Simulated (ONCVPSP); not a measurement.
## Which change was made? (Zr, ONCV)

```
Element                 : Zr (Z = 40)
Generator               : ONCVPSP 4.0.1
Type                    : optimised norm-conserving Vanderbilt (ONCV)
Functional              : PBE
Relativity              : scalar-relativistic
Frozen core             : [Kr]
Valence charge          : 4
Reference configuration : 4d2 5s2
Partial waves           : 5s: rc 3.50 bohr, ncon 4, nbas 7, qcut 2.3 1/bohr, 2 projectors, debl 1.1 Ha; p scattering state at 0.14 Ha: rc 3.75 bohr, ncon 3, nbas 6, qcut 2.7 1/bohr, 2 projectors, debl 0.8 Ha; 4d: rc 1.90 bohr, ncon 5, nbas 10, qcut 4.8 1/bohr, local
Local potential         : the d channel
Core correction         : none
```

In the p channel the program set the typed energies aside and used 0.050, 0.850 Ha.

Cutoffs, loose and tight: the cutoffs (Ha) at which the residual kinetic energy of the hardest occupied pseudo-wave falls to 1 and 0.1 mHa per electron. They do not see the model core or the augmentation charge, which bear on the density cutoff. Test errors are all-electron minus pseudo excitation energies from the reference, over the configurations 4d2 5s1; 4d2 5s0; 4d1 5s0; 4d2.5 5s1.5; variants that change the core or the reference have their own tests.

The base gives: outcome: generated, projector energies reset by the program; cutoff, loose: 20 Ha; cutoff, tight: 90 Ha; bound ghosts: s; GHOST(+) flags above zero: p; largest test error (meV): +384.

Q: After one change the result is: outcome: generated, projector energies reset by the program; cutoff, loose: 20 Ha; cutoff, tight: 90 Ha; bound ghosts: s; GHOST(+) flags above zero: p; largest test error (meV): +189. Which change was it?
A. core [Ar] 3d10 4s2, valence charge 10; reference 4p6 4d2 5s2; waves now 5s: rc 2.60 bohr, ncon 4, nbas 9, qcut 2.2 1/bohr, 2 projectors, debl 1.8 Ha; 4p: rc 2.00 bohr, ncon 4, nbas 8, qcut 7.6 1/bohr, 1 projector; 4d: rc 2.60 bohr, ncon 4, nbas 8, qcut 6.1 1/bohr, 2 projectors, debl 3.7 Ha; local potential polynomial inside 1.65 bohr (lpopt 3, dvloc0 2 Ha)
B. core correction Teter function, fcfact 4.75, rcfact 1.1
C. all radii scaled by about 0.89 (s 3.12, p 3.34, d 1.70 bohr)

A: B. The others give: all radii scaled by about 0.89 (s 3.12, p 3.34, d 1.70 bohr) → outcome: generated, projector energies reset by the program; cutoff, loose: 24 Ha; cutoff, tight: 113 Ha; bound ghosts: s; GHOST(+) flags above zero: s, p; largest test error (meV): +405 | core [Ar] 3d10 4s2, valence charge 10; reference 4p6 4d2 5s2; waves now 5s: rc 2.60 bohr, ncon 4, nbas 9, qcut 2.2 1/bohr, 2 projectors, debl 1.8 Ha; 4p: rc 2.00 bohr, ncon 4, nbas 8, qcut 7.6 1/bohr, 1 projector; 4d: rc 2.60 bohr, ncon 4, nbas 8, qcut 6.1 1/bohr, 2 projectors, debl 3.7 Ha; local potential polynomial inside 1.65 bohr (lpopt 3, dvloc0 2 Ha) → outcome: generated; cutoff, loose: 12 Ha; cutoff, tight: 18 Ha; bound ghosts: none; GHOST(+) flags above zero: s; largest test error (meV): +118.
